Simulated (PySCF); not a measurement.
C4H8OSi, SMILES C[SiH]1CC(=O)C1. Heavy atoms are numbered as in [CH3:1][SiH:2]1[CH2:3][C:4](=[O:5])[CH2:6]1. Hydrogens are named by the atom that carries them.

The structure is a stationary point at B3LYP-D3(BJ)/def2-SVP. The structure was generated by enumeration, and PubChem lists no compound with its InChIKey, so it may never have been made.

Level of theory: PBE/def2-TZVP run with PySCF.

ESP charges are fitted to the potential on shells at 1.4 to 2.0 van der Waals radii. Atomic charges (e), one atom of each kind:

| atom | ESP fit | IAO |
|---|---|---|
| C1 (CH3) | -0.92 | -0.73 |
| Si2 (SiH) | 0.84 | 0.89 |
| C3 (CH2) | -0.77 | -0.61 |
| C4 | 0.71 | 0.37 |
| O5 | -0.47 | -0.38 |
| H on C1 | 0.24 | 0.16 |
| H on Si2 | -0.15 | -0.11 |
| H on C3 | 0.21 | 0.17 |

Computed Mayer and Wiberg (Löwdin basis) orders of the bonds:
```
bond    Mayer  Wiberg
------  -----  ------
C1–Si2   0.99    1.22
Si2–C3   0.97    1.04
C3–C4    0.94    1.19
C4–O5    2.17    2.71
Si2–C6   0.97    1.04
C4–C6    0.94    1.19
```
